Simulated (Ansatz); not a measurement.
```xyz
11

C    -1.593    0.198    0.546
S    -0.709   -0.528   -0.841
C     0.741    0.592   -0.936
Ga    1.607   -0.813    0.156
H    -2.376   -0.503    0.837
H    -2.046    1.142    0.241
H    -0.922    0.356    1.390
H     0.482    1.566   -0.527
H     1.032    0.679   -1.980
H     1.393   -0.751    1.707
H     2.391   -1.938   -0.593
```

Charge 0, multiplicity 1.

(1) List the ωB97M-V/def2-TZVPP orbital energies in eV (the Gaussian-basis code of Ansatz). (An estimate is asked.)

## Answers

(1) Ansatz gave: Occupied: -10152.89, -2427.43, -1256.42, -1110.61, -1110.50, -1110.50, -282.39, -281.80, -221.34, -164.46, -164.37, -164.27, -153.76, -106.26, -106.01, -106.00, -25.83, -25.36, -25.21, -25.16, -25.11, -25.00, -22.37, -19.41, -15.71, -15.25, -14.64, -14.16, -12.88, -11.76, -10.70, -10.45, -8.66. Lowest empty: 1.24, 2.28, 2.54, 3.15, 3.59, 3.70, 3.95, 4.38.
